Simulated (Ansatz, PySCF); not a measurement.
Al(Me)(OH)2 cation (CH5AlO2), SMILES [CH3][Al]([OH])[OH] (connectivity only; charge and spin as stated), charge +1, multiplicity 2. Atoms are numbered in the order given.

```xyz
9

Al     0.2750    -0.1022     0.0000
C     -1.6309     0.9427     0.0000
H     -1.8854     0.4405     0.9481
H     -1.8854     0.4405    -0.9481
H     -1.5581     2.0338     0.0000
O     -0.1159    -1.6940     0.0000
H      0.2691    -2.5730     0.0000
O      1.3899     1.0876     0.0000
H      1.8359     1.9335     0.0000
```
Charge +1, spin multiplicity 2.

Geometry: PBE0-D3(BJ)/def2-SVP. The multiplicity is an assumed one; other spin states were not compared. The isomer is the one that the SMILES or the coordinates give; other isomers of the formula were not compared. Other conformers were not sampled.

Two levels are set side by side: PBE-D3(BJ)/def2-SVP (PySCF) and PBE0-D3(BJ)/def2-SVP (Ansatz, a program for electronic structure). Each level has its own optimised geometry; the coordinates shown are those of the second. Frequencies come from the Hessian of PySCF at each geometry. Differences are taken from unrounded values.

| quantity | PBE0-D3(BJ) |
|---|---|
| mean bond length (Å) | 1.332 |
| bond Al1–C2 (Å) | 2.174 |
| bond Al1–O6 (Å) | 1.639 |
| bond Al1–O8 (Å) | 1.631 |
| bond C2–H3 (Å) | 1.103 |
| bond C2–H4 (Å) | 1.103 |
| bond C2–H5 (Å) | 1.094 |
| bond O6–H7 (Å) | 0.960 |
| bond O8–H9 (Å) | 0.956 |
| highest harmonic wavenumber (cm⁻¹) | 4025 |
| mean harmonic wavenumber (cm⁻¹) | 1233 |
| zero-point energy (kcal/mol) | 37.03 |

**Question.** What does PBE-D3(BJ) give, and how far is it from PBE0-D3(BJ)? (Estimate from the structure and the level; the computed values follow.)

**Answer.** 
```
quantity                            PBE-D3(BJ)  PBE-D3(BJ) minus PBE0-D3(BJ)
----------------------------------  ----------  ----------------------------
mean bond length (Å)                     1.339                         0.007
bond Al1–C2 (Å)                          2.099                        -0.075
bond Al1–O6 (Å)                          1.664                         0.025
bond Al1–O8 (Å)                          1.682                         0.051
bond C2–H3 (Å)                           1.113                         0.010
bond C2–H4 (Å)                           1.113                         0.010
bond C2–H5 (Å)                           1.101                         0.008
bond O6–H7 (Å)                           0.972                         0.013
bond O8–H9 (Å)                           0.972                         0.016
highest harmonic wavenumber (cm⁻¹)        3804                          -221
mean harmonic wavenumber (cm⁻¹)           1199                           -34
zero-point energy (kcal/mol)             36.00                         -1.03
```

GGA bonds tend to be longer and softer than those of functionals with exact exchange. Differences between two approximate levels are no errors against the true value.
